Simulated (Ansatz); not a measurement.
C$_{3}$H$_{7}$AlO$_{2}$, singlet, geometry from GFN2-xTB (such geometries of metal compounds can be far from the true shape), with bond 11-10 at 2.4 times its length; SC-NEVPT2/STO-3G, CASSCF(6,6) (Ansatz, an electronic-structure program).

Here is a job for Ansatz.
Ansatz 0.2 input:
```yaml
crystal:
  periodic: [false, false, false]
  atoms:
    - {symbol: Al, position_ang: [0.22802626, 0.46448795, 0.35833426]}
    - {symbol: C, position_ang: [-1.60028609, 0.95936064, -0.22334597]}
    - {symbol: C, position_ang: [-2.34579765, 0.17910071, -0.99240863]}
    - {symbol: H, position_ang: [-2.00589978, 1.91211009, 0.10363559]}
    - {symbol: H, position_ang: [-3.34504136, 0.44913024, -1.31103781]}
    - {symbol: H, position_ang: [-1.98505753, -0.77664317, -1.34145455]}
    - {symbol: O, position_ang: [1.01812266, 1.54547346, 1.31214400]}
    - {symbol: H, position_ang: [1.51987135, 2.12860418, 1.86160046]}
    - {symbol: O, position_ang: [0.82232935, -0.98981412, -0.15401745]}
    - {symbol: C, position_ang: [1.27136298, -2.22489847, -0.61822315]}
    - {symbol: H, position_ang: [0.95520131, -2.38121167, -3.21915602]}
    - {symbol: H, position_ang: [2.33165781, -2.35598009, -0.38491508]}
    - {symbol: H, position_ang: [0.70520787, -3.03218742, -0.14537467]}
basis:
  gaussian:
    orbitals: STO-3G
magnetization: {spin_polarized: false}
correlation: {method: sc_nevpt2, electrons: all, active_space: {window: {electrons: 6, orbitals: 6}}}
```

Q: Write the output that Ansatz gives for this input, abridged.

A: 
```
Functional definition: HF
538 factors; integrals over basis functions are off by at most 4.1e-5 eV
mean field evaluation 1: about -13671.2365 eV, gradient 3.4e1 eV
mean field evaluation 2: about -13671.3726 eV, gradient 3.4e1 eV
mean field evaluation 4: about -13677.4659 eV, gradient 8.2e0 eV
mean field evaluation 8: about -13677.8615 eV, gradient 2.9e-1 eV
mean field evaluation 16: about -13674.1430 eV, gradient 2.1e-4 eV
mean field -13677.86210621 eV, -502.6521612154 hartree, gradient 2.4e-6 eV, S^2 0.000000; 1 other end points of the search recorded, 0 dependent functions left out; unrestricted orbitals would lower it
reference -13677.86210621 eV, -502.6521612154 hartree; 27, 27 occupied and 14, 14 virtual orbitals, 538 factors
state -13684.05737851 eV, -502.8798332732 hartree
state -13684.05737851 eV, -502.8798332732 hartree; corrected -13689.72233368 eV, -503.0880165355 hartree
state -13684.03434116 eV, -502.8789866661 hartree
state -13684.03434116 eV, -502.8789866661 hartree; corrected -13689.69843604 eV, -503.0871383135 hartree
state -13684.05737851 eV, -502.8798332732 hartree; corrected -13689.72233368 eV, -503.0880165355 hartree
the orbitals are reached from a further start. From the first start the search ends at -13684.03428603 eV, -502.8789846402 hartree
Total energy: -13689.72233368 eV, -503.0880165355 hartree
```
